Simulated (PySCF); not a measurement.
C4H5FO. Atoms are numbered in the order given.

```xyz
11

O      1.4258     1.1166     0.6970
C      0.7023     0.4680     0.0023
C      0.0923     0.6535    -1.3934
C     -1.0452    -0.3005    -0.9389
C     -0.1609    -0.7845     0.2308
F     -0.7352    -0.9519     1.4544
H     -0.1706     1.6862    -1.6646
H      0.7367     0.2287    -2.1798
H     -1.3901    -1.0629    -1.6498
H     -1.9066     0.2578    -0.5437
H      0.4100    -1.6947    -0.0322
```

Coordinates come from a ωB97X-D3(BJ)/def2-SVP optimisation. The structure was generated by enumeration; whether it is a known compound was not checked.

All values below come from PySCF with PBE/def2-TZVP.

Atomic charges (e):

```
atom  Mulliken  meta-Löwdin
----  --------  -----------
O1       -0.19        -0.34
C2        0.06         0.35
C3       -0.18        -0.28
C4       -0.19        -0.23
C5        0.14         0.13
F6       -0.18        -0.28
H7        0.12         0.14
H8        0.12         0.14
H9        0.11         0.12
H10       0.11         0.13
H11       0.08         0.12
```

Task: Give the Mayer and Wiberg (Löwdin basis) orders of the bonds. (The exact figures need the calculation; the answer reports its results.)

Result: 
| bond | Mayer | Wiberg |
|---|---|---|
| O1–C2 | 2.21 | 2.78 |
| C2–C3 | 0.93 | 1.14 |
| C3–C4 | 1.02 | 1.16 |
| C2–C5 | 0.92 | 1.09 |
| C4–C5 | 1.00 | 1.15 |
| C5–F6 | 1.10 | 1.72 |
| C3–H7 | 0.92 | 0.86 |
| C3–H8 | 0.92 | 0.84 |
| C4–H9 | 0.94 | 0.87 |
| C4–H10 | 0.93 | 0.85 |
| C5–H11 | 0.94 | 0.82 |
